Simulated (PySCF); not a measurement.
A GIAO shielding run with PySCF 2.14 (density fitting, non-relativistic, gas phase) on `InChI=1S/C3H15PSi3/c1-2-3-7-4(5)6/h2-3,7H2,1,5-6H3`:

```
$ OMP_NUM_THREADS=1 python probes_run.py task.json out

{"job": {"kind": "nmr", "xc": "PBE0", "basis": "pcSseg-1"}, "charge": 0, "multiplicity": 1}
C     -3.281100    -0.023660    -0.515892
C     -2.649771     0.548093     0.744804
C     -1.172093     0.879522     0.560320
Si    -0.083559    -0.627070     0.157122
P      1.985048    -0.174106     0.854019
Si     3.100613    -1.893369     0.003293
Si     2.599275     1.497616    -0.474537
H     -4.346643    -0.186804    -0.368454
H     -2.819035    -0.972202    -0.777071
H     -3.151283     0.662012    -1.350374
H     -3.187202     1.456763     1.031357
H     -2.759600    -0.169141     1.560449
H     -1.072402     1.625634    -0.231916
H     -0.796665     1.346665     1.474276
H     -0.122786    -0.950637    -1.278488
H     -0.503000    -1.818382     0.903031
H      2.884597    -2.052821    -1.437508
H      2.633284    -3.086082     0.704488
H      4.517630    -1.648357     0.260482
H      2.278417     1.259371    -1.885346
H      4.044032     1.655494    -0.322327
H      1.891833     2.690844    -0.013361
```

Hardware: 1 thread of an Arm Neoverse N1, shared host. The job also computes population analyses, field gradients.

**Question.** How large is the calculation?

**Answer.** 90 electrons, 222 basis functions and 1247 auxiliary functions.

**Question.** How long does it take, and how much memory does it need?

**Answer.** 84 s of wall time, with 12 SCF cycles and 4 response iterations; peak memory 1.1 GiB. Times on a shared host scatter by some tens of per cent.
